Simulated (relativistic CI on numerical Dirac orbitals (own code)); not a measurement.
**How well does a small relativistic CI reproduce Rb IV?**

Method of calculation: Dirac-Coulomb-Breit CI, orbitals from a KLI potential per configuration, model QED, valence Slater integrals scaled by 0.85, configuration energies shifted to the measured levels that pair with them (semi-empirical) (own radial code, finite nucleus).

CI space (outside the closed core [Ar] 3d10): 4s²4p⁴, 4s4p⁵, 4s²4p³4d, 4s²4p³5s, 4s²4p³5p, 4p⁶, 4s²4p²4d², 4s²4p³4f, 4s4p⁴4d, 4s4p⁴4f, 4s²4p²4f², 4s²4p³5d, 4s²4p³6s, 4p⁴4d², 4s²4p³6p, 4s²4p³5f, 4s²4p³6d, 4s²4p³5g, 4s²4p³6f, 4s4p⁴5s, 4s²4p²4d4f, 4p⁵4d, 4s4p³4d², 4s4p⁴5p, 4s²4p²4d5s, 4s4p⁴5d, 4s4p³5s5p, 4s4p⁴6s, 4p⁴4f², 4s4p⁴6p. Levels of other configurations are missing.

| Configuration | Term (tabulated) | J | Measured (cm⁻¹) | Computed | Error | Purity (%) |
| --- | --- | --- | --- | --- | --- | --- |
| 4s²4p⁴ | 3P | 2 | 0.0 | 0 | 0 | 93 |
| 4s²4p⁴ | 3P | 1 | 6260.4 | 6141 | -120 | 97 |
| 4s²4p⁴ | 3P | 0 | 6947.8 | 6736 | -212 | 91 |
| 4s²4p⁴ | 1D | 2 | 17357.7 | 17099 | -259 | 92 |
| 4s²4p⁴ | 1S | 0 | 38403.6 | 36350 | -2053 | 89 |
| 4s4p⁵ | 3P° | 2 | 134978.5 | 135064 | 85 | 80 |
| 4s4p⁵ | 3P° | 1 | 139617.9 | 139618 | 0 | 78 |
| 4s4p⁵ | 3P° | 0 | 142608.9 | 142519 | -90 | 79 |
| 4s²4p³4d | 5D° | 0 | 170775.5 | 170775 | 0 | 96 |
| 4s²4p³4d | 5D° | 1 | 170855.3 | 170854 | -1 | 96 |
| 4s²4p³4d | 5D° | 2 | 170888.4 | 170876 | -13 | 95 |
| 4s²4p³4d | 5D° | 3 | 170937.5 | 170915 | -23 | 94 |
| 4s²4p³4d | 5D° | 4 | 171245.5 | 171198 | -47 | 95 |
| 4s²4p³4d | 3D° | 2 | 181480.9 | 181401 | -80 | 81 |
| 4s²4p³4d | 3D° | 3 | 182975.2 | 182819 | -157 | 91 |
| 4s²4p³4d | 3D° | 1 | 183581.5 | 183372 | -209 | 97 |
| 4s²4p³4d | 3F° | 2 | 187504.5 | 188027 | 523 | 85 |
| 4s²4p³4d | 1S° | 0 | 188549.2 | 188202 | -348 | 95 |
| 4s²4p³4d | 3F° | 3 | 188981.9 | 189527 | 545 | 89 |
| 4s²4p³4d | 3F° | 4 | 190882.2 | 191406 | 524 | 91 |
| 4s²4p³4d | 3G° | 3 | 195601.8 | 196783 | 1181 | 88 |
| 4s²4p³4d | 3G° | 4 | 196280.8 | 197345 | 1064 | 81 |
| 4s²4p³4d | 3G° | 5 | 196976.8 | 198574 | 1597 | 98 |
| 4s²4p³4d | 1G° | 4 | 199445.7 | 200560 | 1115 | 86 |
| 4s²4p³5s | 5S° | 2 | 203281.3 | 201652 | -1629 | 96 |
| 4s²4p³4d | 1D° | 2 | 205272.6 | 205174 | -99 | 81 |
| 4s²4p³4d | 3D° | 1 | 207138.3 | 205904 | -1234 | 93 |
| 4s²4p³5s | 3S° | 1 | 209941.9 | 209128 | -814 | 72 |
| 4s²4p³4d | 3P° | 0 | 210509.6 | 208994 | -1515 | 93 |
| 4s²4p³4d | 3D° | 2 | 210720.3 | 209450 | -1270 | 89 |
| 4s²4p³4d | 3P° | 1 | 211855.1 | 210649 | -1206 | 72 |
| 4s²4p³4d | 3F° | 3 | 212694.3 | 213392 | 698 | 62 |
| 4s²4p³4d | 3F° | 2 | 213459.9 | 213899 | 439 | 88 |
| 4s²4p³4d | 3F° | 4 | 213970.7 | 214179 | 208 | 83 |
| 4s²4p³4d | 3D° | 3 | 214501.2 | 213023 | -1478 | 63 |
| 4s²4p³4d | 3P° | 2 | 217114.0 | 215897 | -1217 | 84 |
| 4s²4p³5s | 3D° | 1 | 223788.4 | 223773 | -15 | 83 |
| 4s²4p³5s | 3D° | 2 | 224044.1 | 223926 | -118 | 69 |
| 4s²4p³4d | 3S° | 1 | 224955.0 | 227309 | 2354 | 66 |
| 4s²4p³5s | 3D° | 3 | 225173.3 | 225898 | 725 | 72 |
| 4s²4p³4d | 1F° | 3 | 226491.9 | 224135 | -2357 | 74 |
| 4s²4p³4d | 3P° | 2 | 227225.7 | 227134 | -92 | 59 |
| 4s²4p³5s | 1D° | 2 | 229046.0 | 229392 | 346 | 81 |
| 4s²4p³4d | 3D° | 3 | 229160.1 | 229771 | 611 | 78 |
| 4s²4p³4d | 3D° | 2 | 233127.5 | 233773 | 646 | 79 |
| 4s²4p³4d | 3P° | 0 | 233150.1 | 233301 | 151 | 64 |
| 4s²4p³4d | 3D° | 1 | 236054.7 | 236293 | 238 | 77 |
| 4s²4p³5s | 3P° | 0 | 240818.0 | 240801 | -18 | 81 |
| 4s²4p³4d | 1D° | 2 | 240860.3 | 242801 | 1941 | 85 |
| 4s²4p³5s | 3P° | 1 | 241306.7 | 241323 | 16 | 77 |
| 4s²4p³5p | 5P | 1 | 241923.9 | 241783 | -141 | 94 |
| 4s²4p³5p | 5P | 2 | 242254.4 | 242123 | -131 | 89 |
| 4s²4p³5p | 5P | 3 | 243527.6 | 243287 | -240 | 96 |
| 4s²4p³5s | 3P° | 2 | 243700.3 | 243809 | 109 | 79 |
| 4s²4p³4d | 1F° | 3 | 245392.6 | 245730 | 338 | 86 |
| 4s²4p³5s | 1P° | 1 | 246331.5 | 246802 | 471 | 76 |
| 4s²4p³5p | 3P | 1 | 247061.1 | 247265 | 204 | 90 |
| 4s²4p³5p | 3P | 2 | 247902.3 | 248034 | 131 | 89 |
| 4s²4p³5p | 3P | 0 | 248171.3 | 248325 | 154 | 98 |
| 4s²4p³5p | 3F | 3 | 262484.8 | 263413 | 928 | 61 |
| 4s²4p³5p | 3D | 2 | 262554.4 | 261764 | -791 | 56 |

Measured levels from Sansonetti, J. Phys. Chem. Ref. Data 35, 301 (2006); pairs were made by configuration, J and term (by order where the table uses no LS term), so strongly mixed levels may be paired wrongly.

Mean error by configuration (cm⁻¹): 4s²4p⁴ -661; 4s4p⁵ -1; 4s²4p³4d 81; 4s²4p³5s -93; 4s²4p³5p 14. Over the excited levels the mean absolute error is 589 cm⁻¹ (60 of the 69 excited levels that our extract of the source holds in range could be paired, and the others can miss by more), and the median relative error of those above 1,000 cm⁻¹ is 0.19 %, both after the shifts were fitted to these levels, so that a configuration with one level shows no error.

Configurations whose levels could be paired with our table of measured levels were shifted onto them, all but the ground configuration, by the median error of their levels; single terms can still be off by 1,000 to 2,000 cm⁻¹ or more, and rates follow the energies as ν³ (E1, M1) or ν⁵ (E2). The others borrow a shift and can be off by several thousand cm⁻¹ or more. The fine structure of a lone outer electron comes out too small, for d and f at times inverted, and misplaced configurations move strength between like terms. 60 of the 69 excited levels that our extract of the measured tables holds in this range could be paired (the sources list more); they are missed by 589 cm⁻¹ on average and 2357 at most, after the shifts were fitted to these levels, and levels without a partner can miss by more.

Shifts applied (cm⁻¹): 4s²4p⁴ 0; 4s4p⁵ -4136; 4s²4p³4d -4130; 4s²4p³5s -13307; 4s²4p³5p -11149.
